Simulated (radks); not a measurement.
Values are calculated unless marked as measured or tabulated.
Species: Mo XXIV. Configuration: [Ar] 3d1. Code: a radial shooting solver on a logarithmic mesh with Libxc functionals. Model: scalar-relativistic Kohn-Sham, LDA (Slater exchange, VWN5 correlation), spin-polarised, spherical densities, finite nucleus; open shells are filled with parallel spins first (spin-orbit coupling, left out, can overturn this in heavy ions); Fermi nuclear charge, rms radius 4.4091 fm. Some entries of the table are withheld. Estimate them.

orbital  occ.  eigenvalue (Ry)  <r> (bohr)
1s up       1        -1525.613     0.03521
1s down     1        -1525.609     0.03521
2s up       1        -275.5866      0.1528
2s down     1        -275.3819      0.1528
2p up       3        -254.2915      0.1330
2p down     3        -254.1347      0.1329
3s up       1        -93.81183      0.3900
3s down     1        -93.57600      0.3904
3p up       3              (1)      0.3815
3p down     3              (2)      0.3820
3d up       1              (3)         (4)
3d down     0              (5)         (6)

Answer. 
(1) 3p up eigenvalue (Ry): -86.92177
(2) 3p down eigenvalue (Ry): -86.67874
(3) 3d up eigenvalue (Ry): -77.09398
(4) 3d up <r> (bohr): 0.3436
(5) 3d down eigenvalue (Ry): -76.80188
(6) 3d down <r> (bohr): 0.3441
